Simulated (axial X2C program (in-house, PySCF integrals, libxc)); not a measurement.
**Levels of CsCa by electron attachment to CsCa⁺ (EOM-EA-CCSD)**

Computed with an axial X2C code built on PySCF integrals: two-component X2C with atomic mean-field Coulomb and Gaunt terms, Gaussian nuclei, basis Cs dyall-acv3z, Ca dyall-acv3z with contracted cores.

R = 4.295 Å (0.920 times 4.668 Å, the PBE0 minimum at charge 0 for the lowest determinant).

Levels of CsCa obtained by attaching an electron to CsCa⁺:

| Ω | binding energy (eV) | above lowest (cm⁻¹) | attached spinor | one-particle weight |
| --- | --- | --- | --- | --- |
| 1/2 | 3.449 | 0 | 46% Cs sσ, 39% Ca pσ | 0.95 |
| 1/2 | 2.913 | 4327 | 61% Ca pπ, 22% Cs pπ, 14% Cs dπ | 0.93 |
| 3/2 | 2.895 | 4471 | 61% Ca pπ, 20% Cs pπ, 15% Cs dπ | 0.93 |
| 1/2 | 2.474 | 7861 | 36% Ca pσ, 23% Cs pσ, 22% Cs sσ | 0.93 |
| 1/2 | 1.965 | 11968 | 60% Cs pπ, 25% Cs dπ, 8% Ca pπ | 0.97 |
| 3/2 | 1.942 | 12151 | 62% Cs pπ, 25% Cs dπ, 7% Ca pπ | 0.97 |
| 1/2 | 1.919 | 12337 | 40% Cs dσ, 38% Cs pσ, 9% Ca sσ | 0.96 |

(1) Take the first Ω = 1/2 and Ω = 3/2 rows of π character: how far apart are they, and which lies lower?

This point took 25 s on 1 thread of Arm Neoverse V1 (shared host).

Reference electrons by ω block (each with its −ω partner): 1/2: 25, 3/2: 10, 5/2: 2. 18 electrons of CsCa⁺ correlated (inner shells frozen), 84 natural virtual spinors (a truncated set); levels can be off by some tenths of an eV. Roots sought by Ω: (1/2: 5, 3/2: 4, 5/2: 2, 7/2: 1); the list ends where they run out and leaves out roots under 60 % one-particle weight. The solver can skip a root, and states that need a further excitation, which the method places far too high, are missing though they may lie low or lowest. T1 of the reference 0.009 (Lee–Taylor). The reference was not checked to be the lowest state of its species. Number of frozen shells: Cs 4 s, 3 p, 2 d; Ca 2 s, 1 p.

## Answers

(1) E(3/2) − E(1/2) = 4471 − 4327 = 144 cm⁻¹ at EOM-EA-CCSD: regular, Ω = 1/2 lower. Splittings at this level can be off by ten to twenty per cent.
